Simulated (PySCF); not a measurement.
SbF5, SMILES [F][Sb]([F])([F])([F])[F]. The structure is a stationary point at PBE0-D3(BJ)/def2-SVP. The isomer is the one that the SMILES or the coordinates give; other isomers of the formula were not compared. The def2 effective core potentials stand for the cores of Sb; spin–orbit coupling is left out.

Calculation: PySCF with PBE0-D3(BJ)/def2-SVP.

Harmonic wavenumbers (cm⁻¹): 80, 80, 244, 244, 261, 261, 269, 639, 660, 723, 723, 725. Rotational constants (GHz): 2.498, 2.129, 2.129; symmetry number 6.

Work out the zero-point energy and the ideal-gas rigid-rotor harmonic-oscillator thermochemistry at 298.15 K and 1 atm.

ZPE = ½ Σ hcν = ½ × 4910 cm⁻¹ = 29.37 kJ/mol. H − E(el) = 51.15 kJ/mol. Entropy in J/(mol K): translation 175.83, rotation 101.18, vibration 74.48, total 351.49. G − E(el) = -53.65 kJ/mol. Cp = 103.97 J/(mol K). Modes under 150 cm⁻¹ make the vibrational entropy uncertain.
